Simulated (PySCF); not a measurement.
Si(Cl)2(Me)(iPr), SMILES CC(C)[Si](C)(Cl)Cl, singlet, GFN2-xTB optimised geometry.

```
17

C     -0.42    -0.03    -2.83
C     -0.79    -0.71    -1.51
C     -0.27    -2.14    -1.49
Si    -0.17     0.30     0.00
C     -0.78     2.10     0.00
Cl    -0.81    -0.61     1.70
Cl     1.87     0.30     0.00
H      0.66     0.05    -2.93
H     -0.84     0.97    -2.90
H     -0.79    -0.62    -3.67
H     -1.89    -0.75    -1.46
H     -0.68    -2.70    -2.34
H      0.81    -2.16    -1.56
H     -0.57    -2.65    -0.58
H     -0.38     2.65    -0.84
H     -1.87     2.14    -0.06
H     -0.48     2.61     0.91
```

Density from CAM-B3LYP/def2-SVP run with PySCF at that geometry.

Minimum of the electron density along straight lines between bonded atoms, close to the bond critical point (lines longer than 1.1 times the sum of covalent radii, or with two minima, are not listed):

| bond | length / Å | ρ at the minimum / e bohr⁻³ | ∇²ρ there / e bohr⁻⁵ | position (fraction from the first atom) |
|---|---|---|---|---|
| C1–C2 | 1.530 | 0.241 | -0.54 | 0.50 |
| C2–C3 | 1.530 | 0.241 | -0.54 | 0.50 |
| C2–Si4 | 1.920 | 0.117 | 0.25 | 0.62 |
| Si4–C5 | 1.901 | 0.115 | 0.29 | 0.38 |
| Si4–Cl6 | 2.036 | 0.095 | 0.30 | 0.37 |
| Si4–Cl7 | 2.032 | 0.096 | 0.31 | 0.37 |
| C1–H8 | 1.088 | 0.278 | -1.03 | 0.63 |
| C1–H9 | 1.087 | 0.277 | -1.02 | 0.63 |
| C1–H10 | 1.088 | 0.276 | -1.02 | 0.63 |
| C2–H11 | 1.095 | 0.272 | -0.97 | 0.62 |
| C3–H12 | 1.089 | 0.276 | -1.02 | 0.63 |
| C3–H13 | 1.088 | 0.278 | -1.03 | 0.63 |
| C3–H14 | 1.087 | 0.278 | -1.04 | 0.63 |
| C5–H15 | 1.085 | 0.273 | -0.99 | 0.63 |
| C5–H16 | 1.086 | 0.273 | -0.99 | 0.63 |
| C5–H17 | 1.086 | 0.273 | -1.00 | 0.63 |
